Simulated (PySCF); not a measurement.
Br2Cd, SMILES [Cd]([Br])[Br], PBE0/def2-SVP optimised geometry.

```
3

Cd     0.00     0.00     0.00
Br     2.41     0.00     0.00
Br    -2.41     0.00     0.00
```

Density from PBE0/def2-TZVP, def2 effective core potentials past Kr run with PySCF at that geometry. The core electrons that the potentials of Cd replace are not part of the density.

Minimum of the electron density along straight lines between bonded atoms, close to the bond critical point (lines longer than 1.1 times the sum of covalent radii, or with two minima, are not listed):

| bond | length / Å | ρ at the minimum / e bohr⁻³ | ∇²ρ there / e bohr⁻⁵ | position (fraction from the first atom) |
|---|---|---|---|---|
| Cd1–Br2 | 2.407 | 0.081 | 0.19 | 0.48 |
| Cd1–Br3 | 2.407 | 0.081 | 0.19 | 0.48 |
